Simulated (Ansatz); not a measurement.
Ansatz (an electronic-structure program) input:

Ansatz 0.2 input:
```yaml
crystal:
  periodic: [false, false, false]
  atoms:
    - {symbol: C, position_ang: [-2.71302908, -0.14119374, -0.34216497]}
    - {symbol: C, position_ang: [-1.32114851, 0.32373894, 0.07267569]}
    - {symbol: C, position_ang: [-0.21126310, -0.62704639, -0.42065810]}
    - {symbol: C, position_ang: [1.16182687, -0.23128882, -0.00617547]}
    - {symbol: C, position_ang: [1.86354528, 0.93366433, -0.61266889]}
    - {symbol: O, position_ang: [1.39705449, -0.47235889, 1.33476225]}
    - {symbol: H, position_ang: [-2.93160301, -1.13210544, 0.06318649]}
    - {symbol: H, position_ang: [-3.48619980, 0.54220656, 0.01426908]}
    - {symbol: H, position_ang: [-2.79977304, -0.20378634, -1.42995602]}
    - {symbol: H, position_ang: [-1.25917333, 0.39700668, 1.16106849]}
    - {symbol: H, position_ang: [-1.13605635, 1.32818361, -0.31962347]}
    - {symbol: H, position_ang: [-0.24955618, -0.68321448, -1.51266068]}
    - {symbol: H, position_ang: [-0.41898849, -1.63305529, -0.04240783]}
    - {symbol: H, position_ang: [1.50820871, 1.89600958, -0.20870487]}
    - {symbol: H, position_ang: [1.71039389, 0.95571914, -1.69218144]}
    - {symbol: H, position_ang: [2.94332876, 0.89107132, -0.43334368]}
    - {symbol: H, position_ang: [2.26339420, -0.12641007, 1.57620648]}
basis:
  gaussian:
    orbitals: cc-pVTZ
magnetization: {spin_polarized: true, initial_magnetization: 1}
correlation: {method: ccsd_t, electrons: outside_noble_gas}
```

### Question
Which total energy does the run end on?

### Answer
-271.86045 Eh (CCSD(T)/cc-pVTZ). The basis has 334 functions.

It need not be the lowest isomer of its formula.
